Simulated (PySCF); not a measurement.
This PySCF input asks for the NMR shieldings of SMILES C(=C)(C)PCCCC, C₇H₁₅P; the geometry comes from PBE0-D3(BJ)/def2-SVP.

```python
import basis_set_exchange as bse
import numpy as np
from pyscf import gto, dft
from pyscf.prop import nmr

atoms = """
C    -3.336604    0.445337   -1.331451
C    -2.552197    0.274150   -0.258925
C    -2.824487   -0.762472    0.788953
P    -1.077880    1.372996   -0.116647
C     0.301704    0.121887   -0.245293
C     1.651538    0.717618    0.132756
C     2.811572   -0.253574   -0.050074
C     4.159138    0.342925    0.323225
H    -4.215570   -0.186692   -1.502259
H    -3.127197    1.222813   -2.072012
H    -2.961448   -0.291805    1.776458
H    -3.727793   -1.347442    0.557229
H    -1.980946   -1.464641    0.890639
H    -1.064539    1.469102    1.313196
H     0.314895   -0.208656   -1.298087
H     0.093192   -0.771868    0.365738
H     1.835981    1.626208   -0.468175
H     1.623943    1.055721    1.184766
H     2.624242   -1.158354    0.555091
H     2.832354   -0.595553   -1.099958
H     4.179963    0.652979    1.380486
H     4.977946   -0.376652    0.171766
H     4.382731    1.234560   -0.284393
"""
names = dict.fromkeys(["C", "P", "H"], "pcSseg-1")
basis = {el: gto.basis.parse(bse.get_basis(n, elements=[el], fmt="nwchem")) for el, n in names.items()}
mol = gto.M(atom=atoms, basis=basis, charge=0, verbose=0)
mf = dft.RKS(mol, xc="CAM-B3LYP")
mf.grids.level = 2
mf.grids.alignment = dft.numint.BLKSIZE   # the property module wants whole blocks of grid points
mf.conv_tol = 1e-9
mf.kernel()

calc = nmr.RKS(mf)   # GIAO
C = mf.mo_coeff
Co = C[:, mf.mo_occ > 0]
resp = mf.gen_response(singlet=True, hermi=2)
def vind(x):   # induced exchange potential for any number of trial vectors
    d = np.einsum("pi,xij,qj->xpq", C, 2 * x.reshape(-1, C.shape[1], Co.shape[1]), Co, optimize=True)
    return np.einsum("xpq,pi,qj->xij", resp(d - d.transpose(0, 2, 1)), C, Co, optimize=True).ravel()
mo1, _ = nmr.rhf.solve_mo1(calc, with_cphf=vind)
sigma = calc.kernel(mo1)
for i, s in enumerate(sigma):   # ppm
    print("%2d %-2s %9.2f" % (i, mol.atom_pure_symbol(i), np.trace(s) / 3))
```

Question: What does it print?

Answer: 
```
 0 C      43.47
 1 C      25.77
 2 C     155.58
 3 P     360.69
 4 C     155.22
 5 C     149.40
 6 C     153.03
 7 C     166.05
 8 H      25.56
 9 H      25.51
10 H      29.47
11 H      29.35
12 H      28.92
13 H      27.87
14 H      30.42
15 H      29.39
16 H      30.04
17 H      30.39
18 H      30.05
19 H      30.08
20 H      30.39
21 H      30.11
22 H      30.37
```

These numbers come from an equivalent density-fitted implementation of the same equations, which agrees with the script to about 0.01 ppm for H and up to a few tenths of a ppm for heavy atoms, so last digits may differ.

Size and cost of the density-fitted run: 218 basis functions, 57 s wall time on 1 thread of an Intel Xeon Platinum 8488C, shared host; peak memory 1.3 GiB.
